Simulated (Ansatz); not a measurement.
Compare A (`[BH2][GeH2][C](C)=N`) with its isomer B (`CB1[CH2][GeH2][NH]1`).

Calculated with Ansatz (gas phase, PBE0-D4/def2-TZVP geometries, no zero-point term in ΔE). CCSD(T)/CBS is the MP2 limit (def2-TZVPP, def2-QZVPP) plus CCSD(T) − MP2 in def2-TZVPP, frozen cores. Functionals use def2-TZVPP. B3LYP here is the variant with VWN-RPA as its local correlation; programs differ in this. For Ge outer-core shells are correlated without core-valence functions, which leaves a few kJ/mol of doubt a bond. Scalar relativity is left out up to krypton. One conformer a species, not always the lowest.

Task: Which isomer does CCSD(T)/CBS put lower? Give the gap. (Best estimate.)

Result: Computed: B, by 304.2 kJ/mol.

Task: Give E(B) − E(A) in kJ/mol with CCSD/def2-TZVPP, B3LYP, B3LYP-D4, ωB97M-V, B2PLYP, CCSD(T)/def2-TZVPP, MP2/def2-TZVPP. (Estimate.)

Result: Computed: CCSD/def2-TZVPP -302.7, B3LYP -288.7, B3LYP-D4 -290.1, ωB97M-V -311.5, B2PLYP -300.1, CCSD(T)/def2-TZVPP -302.5, MP2/def2-TZVPP -322.8. None reverses the order clearly.

Largest T1 diagnostic: 0.014.

From PBE to PBE0 (25 % exact exchange), in def2-TZVPP and without D4, E(B) − E(A) moves by −16.9 kJ/mol. In def2-TZVPP, CCSD(T) changes the Hartree–Fock value by −19.3 kJ/mol (the triples alone add +0.2 kJ/mol) and MP2 by −39.6 kJ/mol.
